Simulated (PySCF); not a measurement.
Vertical excitations of a molecule C₃H₄ClFSi from TDA-PBE0/def2-SVPD in PySCF 2.14.0, as energy in eV (oscillator strength): 6.03 (0.004), 6.39 (0.001), 6.63 (0.210), 6.75 (0.007), 6.78 (0.000), 7.27 (0.003), 7.38 (0.002), 7.69 (0.020), 7.72 (0.124), 7.88 (0.001). Lowest triplet (TDA): 4.12 eV. Geometry: ωB97X-D3(BJ)/def2-SVP. The values are those of a single conformer.

Question: Pick the molecule that these values belong to.
A. C#C[C@@H](F)[SiH2]Cl
B. FC1=C(Cl)C[SiH2]1
C. FC1=C[Si@H](Cl)C1
D. F[SiH2]C=C=CCl

Answer: B, FC1=C(Cl)C[SiH2]1
